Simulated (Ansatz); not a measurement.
Reaction (SMILES): [SiH3]O[SiH2]O[SiH3] -> [SiH3]O[SiH]O[SiH3] + H atom (the H-Si bond at the site shown breaks; other sites are not compared here)
Structures are relaxed separately at B3LYP-D3(BJ)/def2-TZVP in Ansatz (a quantum-chemistry and plane-wave program), one conformer each, not searched for the lowest.

Property: bond dissociation energy (electronic energy difference), in eV. Valence correlation only, unless marked. Open shells are spin-unrestricted. No spin-orbit coupling. No relativistic terms. CBS(X,Y): correlation extrapolated as X^-3; Hartree-Fock from the larger set.

Level to compare with: CCSD(T)/CBS(cc-pV(T+d)Z,cc-pV(Q+d)Z) (Ansatz), 4.36 eV. It is a level with limits of its own, and the differences hold the functionals' basis error too.

Rank these functionals by how close they come to CCSD(T)/CBS(cc-pV(T+d)Z,cc-pV(Q+d)Z), closest first: PBE0/def2-TZVPD (Ansatz); r2SCAN0/def2-TZVPD (Ansatz); BHLYP/def2-TZVPD (Ansatz).

BHLYP/def2-TZVPD (global hybrid, 4.29 eV, difference -0.07), r2SCAN0/def2-TZVPD (hybrid meta-GGA, 4.14 eV, difference -0.22), PBE0/def2-TZVPD (global hybrid, 4.08 eV, difference -0.28)
